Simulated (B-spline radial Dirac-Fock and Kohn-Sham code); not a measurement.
**Isotope-shift constants of the inner levels of Tb**

System: the Tb atom, configuration [Xe] 4f9 6s2.

Level of theory: first-order field-shift and mass-shift constants from Dirac-Fock ground and hole states with a Fermi nucleus; the mass shift has no relativistic recoil terms; an atomic code on a B-spline grid. A binding energy shifts by δE = F·δ⟨r²⟩ + (K_N + K_S)·δ(1/M); F is taken for a change of radius at fixed skin thickness and so holds the higher radial moments.

| level | F (meV/fm²) |
| --- | --- |
| K (1s) | -357.5 |
| L1 (2s) | -46.85 |
| L2 (2p1/2) | 0.4400 |
| L3 (2p3/2) | 2.217 |
| M1 (3s) | -10.10 |
| M2 (3p1/2) | 0.1586 |
| M3 (3p3/2) | 0.5990 |
| M4 (3d3/2) | 0.5522 |
| M5 (3d5/2) | 0.5324 |

The mass shift is not given and not included below: at this Z its relativistic corrections are large. It matters little for K lines but can be comparable with the field shift of L lines.

Field shifts alone in meV from A = 159 (mass 158.9254 u, rms radius 5.06 fm); radii from Angeli and Marinova (2013).

```tsv
A	mass (u)	radius (fm)	Kα1	Kα2	Kβ1	Lα1
147	146.9241	4.9201	+502.3	+499.8	+500.0	-2.4
148	147.9243	4.9291	+470.4	+468.1	+468.3	-2.2
149	148.9233	4.9427	+422.1	+420.0	+420.2	-2.0
150	149.9237	4.9499	+396.5	+394.5	+394.7	-1.9
151	150.9231	4.963	?	?	?	?
152	151.9241	4.9689	+328.7	+327.1	+327.2	-1.5
153	152.9234	4.995	+235.1	+234.0	+234.1	-1.1
154	153.9247	5.0333	+97.0	+96.5	+96.5	-0.5
155	154.9235	5.0391	+75.9	+75.6	+75.6	-0.4
157	156.9240	5.0489	+40.4	+40.2	+40.2	-0.2
```

**Question.** What are the shifts for A = 151?

**Answer.** Kα1 +349.8 meV; Kα2 +348.0 meV; Kβ1 +348.2 meV; Lα1 -1.6 meV.

Values without a named source are computed, but for edge energies of neutral atoms, which are taken from tables.
